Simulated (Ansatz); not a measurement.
AlClFHZn. Total charge 0; spin multiplicity 1. The bonds changed during the relaxation, so this is another structure than the one it started from.

```xyz
5

F    -0.1358    0.2047   -1.7441
Al    0.1439    0.4359   -0.1330
Cl    2.0045   -0.2050    0.6043
Zn   -1.2935   -1.9137    0.6093
H    -0.7191    1.4781    0.6634
```

Problem. List the harmonic frequencies (cm⁻¹, unscaled) at PBE0-D4/def2-TZVP in Ansatz. (Best estimate.)

Solution. Computed: 57, 83, 145, 202, 484, 509, 635, 834, 1978.

Problem. Is this a minimum?

Solution. Yes, all 9 modes are real.

Problem. Give the ideal-gas thermochemistry at 298.15 K and 1 bar (rigid rotor, harmonic oscillator; point group C1, symmetry number 1).

Solution. Zero-point energy 29.5 kJ/mol; H(298) − E = 48.5 kJ/mol; entropy 354.1 J/(mol·K), of which translation 171.2, rotation 119.6, vibration 63.4; G(298) − E = -57.1 kJ/mol. Modes under 100 cm⁻¹ are hindered rotations or soft bends, so the harmonic entropy is rough.

Problem. Rotational constants (cm⁻¹)?

Solution. 0.1159, 0.04487, 0.03477.
